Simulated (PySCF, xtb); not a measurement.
GeF₃Br, SMILES [F][Ge]([F])([F])[Br].

Harmonic wavenumbers (cm⁻¹) from GFN2-xTB in xtb at its own minimum, in rising order: 110, 110, 164, 164, 175, 304, 489, 521, 522.

What does PySCF with B3LYP-D3(BJ)/def2-SVP give at its own minimum? (Estimate from the structure and the level; the computed values follow.)

150, 150, 236, 236, 237, 348, 725, 772, 772. Paired by order, the mean absolute difference is 119 cm⁻¹ and the zero-point energies are 3.7 and 5.2 kcal/mol.
